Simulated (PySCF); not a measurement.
# Relaxation of quartet TcF₃⁺

Method: UPBE0 in PySCF with Tc def2-SVP with ECP28, F def2-SVP; scalar-relativistic core potentials, no spin–orbit coupling; density-fitted integrals. A (50,194) grid was used.

A hand-made trigonal planar start, of D3h symmetry, held to at least that symmetry:

```xyz
4
charge 1 multiplicity 4, angstrom
Tc    0.0000    0.0000    0.0000
F     1.8816    0.0000    0.0000
F    -0.9408    1.6295    0.0000
F    -0.9408   -1.6295    0.0000
```

What does it relax to?

It ends at D3h with Tc–F 1.765 Å (×3); F–Tc–F 120.0° (×3). A frequency run shows a minimum. Other isomers or separated fragments may lie lower.

How much energy is released, and in how many steps?

66.8 kJ/mol in 3 steps.

Other spin states or occupations of the open shell can lie lower.
